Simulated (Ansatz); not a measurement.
The cluster Rb₂Br⁺. Charge 1, multiplicity 3. Geometry PBE0-D4/def2-TZVP, that of the neutral doublet; atoms count from 1.

```
atom   x (Å)   y (Å)   z (Å)
 Rb1   1.127  -1.687  -1.148
 Rb2  -0.066   1.055   2.078
 Br3  -1.061   0.633  -0.930
```

In the def2 sets Rb takes a core potential; there is no spin–orbit coupling. At PBE0-D4/def2-TZVP a singlet of charge 1 lies 5.17 eV below the triplet, each at its own geometry. The structure comes from a short search, and lower isomers may exist.

Estimate the Mulliken populations from the PBE0/def2-TZVP orbitals of Ansatz.


```json
{"atom": "Rb1", "charge (e)": "0.47", "spin (α − β)": "0.51"}
{"atom": "Rb2", "charge (e)": "0.47", "spin (α − β)": "0.51"}
{"atom": "Br3", "charge (e)": "0.06", "spin (α − β)": "0.99"}
```
Mulliken values and Mayer orders depend strongly on the basis.

Where does the spin sit?

Summed by element: Rb 1.01, Br 0.99, of 2 unpaired in all. Largest on single atoms: Br3 0.99, Rb2 0.51, Rb1 0.51.

And the Mayer bond orders between bonded heavy atoms (over 0.3)?

Rb1–Rb2 0.52 (4.40 Å).
